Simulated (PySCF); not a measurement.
# Electronic absorption of C3H5AlO2

Compound: C3H5AlO2.
Bonds: C1–C2 (double), C2–O3, O3–Al4, Al4–O5, O5–C6 (double), C1–C6. Hydrogens: H7 on C1; H8 on C2; H9, H10 on Al4; H11 on C6.

The calculation used TDDFT CAM-B3LYP/def2-SVPD, vertical, gas phase, core orbitals frozen in the response (PySCF). Geometry: PBE0-D3(BJ)/def2-SVP; no solvent, vibrations or thermal averaging.

```
state  λ (nm)  E (eV)       f  |μ| (D)  symmetry  main configurations (H = HOMO, L = LUMO)
   S1   286.2    4.33   0.071     2.08  B1 or B2                                 H→L (98%)
   S2   269.5    4.60  0.0014     0.28         –                               H-2→L (98%)
   S3   222.4    5.57   0.129     2.47  B1 or B2                               H-1→L (98%)
   S4   209.4    5.92  0.0000     0.00         –                  H-3→L (52%), H-4→L (42%)
   S5   182.9    6.78   0.056     1.47  B1 or B2                               H→L+1 (83%)
   S6   181.9    6.82  0.0000     0.01         –     H→L+2 (42%), H-4→L (25%), H-3→L (22%)
   S7   179.4    6.91  0.0000     0.00         –     H→L+2 (40%), H-4→L (26%), H-3→L (24%)
   S8   165.7    7.48   0.043     1.23  B1 or B2   H→L+5 (59%), H-1→L+1 (22%), H→L+3 (12%)
   S9   159.7    7.76   0.018     0.78  B1 or B2                  H→L+3 (55%), H→L+5 (21%)
  S10   155.8    7.96  0.0000     0.00         –                H→L+4 (76%), H-1→L+4 (10%)
```

Triplets, Tamm–Dancoff:

```tsv
state	E (eV)	λ (nm)	main configurations (H = HOMO, L = LUMO)
T1	2.88	431.2	H→L (71%), H-1→L (28%)
T2	4.24	292.3	H-2→L (97%)
T3	5.05	245.3	H-1→L (70%), H→L (28%)
T4	5.61	221.2	H-4→L (50%), H-3→L (41%)
```

The lowest singlet lies at 4.33 eV (286 nm, ultraviolet) and is of moderate strength; its leading configuration is HOMO→LUMO (98%). The strongest level in the table is S3 at 5.57 eV (222 nm, f = 0.129). Löwdin shares by element: HOMO hydrogen 30% or more, aluminium 18%, carbon 17% or more (atoms not listed hold the other 34%); LUMO carbon 51% or more, oxygen 31% (atoms not listed hold the other 18%). Orbital energies (eV): HOMO-3 -10.86, HOMO-2 -10.34, HOMO-1 -9.74, HOMO -8.66, LUMO -1.43, LUMO+1 0.89, LUMO+2 1.46. Of the 10 states listed, 5 reach f = 0.01 and 4 stay under 0.0005. Weighted by f, the mean energy of these states is 5.88 eV. No computed singlet lies in the visible range (380 to 750 nm); the lowest, at 286 nm, stands 1.07 eV above its violet end (3.26 eV); a Tamm–Dancoff triplet lies at 431 nm, without intensity as long as spin–orbit coupling is left out. All these states lie below the vertical ionisation energy of 9.50 eV (ΔSCF). Symmetry labels in C2v follow from the direction of the transition dipole and are given only for states with f of 0.002 or more; B1 and B2 swap with the choice of axes. Only the lowest 10 singlets were computed, as vertical energies without vibronic structure.

Hardware: an Arm Neoverse V1 with one thread, on a shared host. Cost: 95 s of wall time.
